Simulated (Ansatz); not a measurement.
# C4H4Si (SMILES C#C[SiH2]C#C): the energy to break a bond

The species is C4H4Si (9 atoms), meant as a singlet with charge 0. SMILES: `C#C[SiH2]C#C`. The shape was relaxed beforehand at B3LYP/def2-SVP.

```xyz
9

C     2.0114   -0.0735    1.7100
C     1.2604   -0.3225    0.7852
Si    0.1394   -0.7140   -0.6164
C    -1.2686    0.4650   -0.6567
C    -2.2068    1.2394   -0.6943
H     2.6732    0.1485    2.5278
H     0.8975   -0.6168   -1.8927
H    -0.3835   -2.0973   -0.4548
H    -3.0346    1.9248   -0.7252
```

Wanted: the dissociation energy of the C4–Si3 bond into doublet C2H and doublet C2H3Si (shapes relaxed at B3LYP/def2-SVP, no zero-point term). 1 Eh = 2625.50 kJ/mol = 27.2114 eV. Totals in Eh; open shells run unrestricted unless said.

| level | program | C4H4Si | doublet C2H | doublet C2H3Si |
| --- | --- | --- | --- | --- |
| PBE/def2-SVP | Ansatz | -443.626131 | -76.445699 | -366.982084 |
| B3LYP/def2-SVP | Ansatz | -444.010356 | -76.550030 | -367.261894 |

Q: Work out the dissociation energy at each level.

A: 
1. PBE/def2-SVP: (-76.445699) + (-366.982084) − (-443.626131) = 0.198348 Eh = 520.8 kJ/mol = 5.40 eV.
2. B3LYP/def2-SVP: (-76.550030) + (-367.261894) − (-444.010356) = 0.198432 Eh = 521.0 kJ/mol = 5.40 eV.

The levels span 521 to 521 kJ/mol; no measured value is set beside them. A bond enthalpy at 298 K also holds the loss of zero-point energy and thermal terms.
